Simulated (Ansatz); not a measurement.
Start from `FC[BH][SnH3]` and change one atom or group to get `FC[BH][GeH2][AlH2]`.

Ansatz, PBE0-D4/def2-TZVP geometries, multiplicity 1. Each molecule was computed in one conformer, which needn't be the lowest.

Elements past krypton have def2 core potentials. Scalar relativity is left out up to krypton.

```csv
property,`FC[BH][SnH3]`
HOMO energy (ωB97M-V/def2-TZVPP) / eV,-10.09
HOMO energy (B3LYP/def2-TZVPP) / eV,-7.79
LUMO energy (B3LYP/def2-TZVPP) / eV,-2.47
LUMO energy (PBE/def2-TZVPP) / eV,-3.21
size of the dipole moment (PBE/def2-TZVPP) / D,2.04
size of the dipole moment (B3LYP/def2-TZVPP) / D,2.21
```

Question: What does the change do to each property? (Estimate.)

Answer: The calculation gave: 
```csv
property,`FC[BH][GeH2][AlH2]`,shift
HOMO energy (ωB97M-V/def2-TZVPP) / eV,-9.40,0.69
HOMO energy (B3LYP/def2-TZVPP) / eV,-7.25,0.54
LUMO energy (B3LYP/def2-TZVPP) / eV,-2.68,-0.21
LUMO energy (PBE/def2-TZVPP) / eV,-3.29,-0.08
size of the dipole moment (PBE/def2-TZVPP) / D,1.60,-0.44
size of the dipole moment (B3LYP/def2-TZVPP) / D,1.67,-0.54
```

With PBE0 the HOMO rises by 0.52 eV and the LUMO falls by 0.24 eV, so the gap narrows by about 0.76 eV. PBE moves the HOMO by 0.40 eV and ωB97M-V by 0.69 eV. Dipoles are sizes alone; their direction can turn.

B3LYP here is the variant with VWN-RPA as its local correlation; programs differ in this.
